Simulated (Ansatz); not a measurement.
One change: `[SH][SnH]([SH])[SH]` becomes `[SH][Sn]([SH])([SH])[Cl]`.

Ansatz, PBE0-D4/def2-TZVP geometries, multiplicity 1. Each molecule was computed in one conformer, which needn't be the lowest.

Elements past krypton have def2 core potentials.

```
                                                                                  property  `[SH][SnH]([SH])[SH]`
ideal-gas entropy at 298 K and 1 bar (rigid rotor, harmonic PBE0-D4/def2-TZVP) / J/(mol·K)                    403
                                                     LUMO energy (ωB97M-V/def2-TZVPP) / eV                   0.37
                                            zero-point energy (PBE0-D4/def2-TZVP) / kJ/mol                   90.0
                                                       HOMO–LUMO gap (PBE/def2-TZVPP) / eV                   3.91
                                                         LUMO energy (PBE/def2-TZVPP) / eV                  -2.42
                                                   HOMO–LUMO gap (ωB97M-V/def2-TZVPP) / eV                  10.08
```

Give the same properties after the change, and the shifts. (Estimate.)

The calculation gave: 
```csv
property,`[SH][Sn]([SH])([SH])[Cl]`,shift
"ideal-gas entropy at 298 K and 1 bar (rigid rotor, harmonic PBE0-D4/def2-TZVP) / J/(mol·K)",438,35
LUMO energy (ωB97M-V/def2-TZVPP) / eV,-0.32,-0.69
zero-point energy (PBE0-D4/def2-TZVP) / kJ/mol,75.7,-14.3
HOMO–LUMO gap (PBE/def2-TZVPP) / eV,3.46,-0.45
LUMO energy (PBE/def2-TZVPP) / eV,-3.13,-0.71
HOMO–LUMO gap (ωB97M-V/def2-TZVPP) / eV,9.69,-0.39
```

With PBE0 the HOMO falls by 0.30 eV and the LUMO falls by 0.73 eV, so the gap narrows by about 0.43 eV. PBE moves the HOMO by -0.27 eV and ωB97M-V by -0.30 eV. Modes under 60 cm⁻¹, often nearly free rotors, make the harmonic entropy too high.
